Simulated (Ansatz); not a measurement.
`BC[O][AlH][Cl]` from Hartree–Fock to CCSD(T)

```json
{"atom": "B1", "x (Å)": "-0.414", "y (Å)": "1.315", "z (Å)": "0.797"}
{"atom": "C2", "x (Å)": "-0.402", "y (Å)": "-0.228", "z (Å)": "0.928"}
{"atom": "O3", "x (Å)": "0.544", "y (Å)": "-0.953", "z (Å)": "0.181"}
{"atom": "Al4", "x (Å)": "0.932", "y (Å)": "-1.026", "z (Å)": "-1.447"}
{"atom": "Cl5", "x (Å)": "-0.307", "y (Å)": "-0.032", "z (Å)": "-2.818"}
{"atom": "H6", "x (Å)": "0.372", "y (Å)": "1.896", "z (Å)": "0.106"}
{"atom": "H7", "x (Å)": "-1.222", "y (Å)": "1.931", "z (Å)": "1.429"}
{"atom": "H8", "x (Å)": "-1.424", "y (Å)": "-0.602", "z (Å)": "0.743"}
{"atom": "H9", "x (Å)": "-0.248", "y (Å)": "-0.446", "z (Å)": "2.000"}
{"atom": "H10", "x (Å)": "2.170", "y (Å)": "-1.855", "z (Å)": "-1.921"}
```

Charge 0, multiplicity 1. Geometry: relaxed with PBE0-D4/def2-TZVP. It is one conformer, not always the lowest. Frozen core, restricted reference, the Gaussian-basis code of Ansatz. CBS rows extrapolate triple and quadruple zeta; past MP2 they add the triple-zeta difference.

```
     basis     HF (Eh)  MP2 corr.  CCSD corr.       (T)  CCSD(T) total
def2-TZVPP  -841.91764   -0.76739    -0.81730  -0.03075     -842.76569
def2-QZVPP  -841.94449   -0.82987           –         –              –
 CBS(def2)  -841.94819   -0.87615    -0.92607     as TZ     -842.90501
```
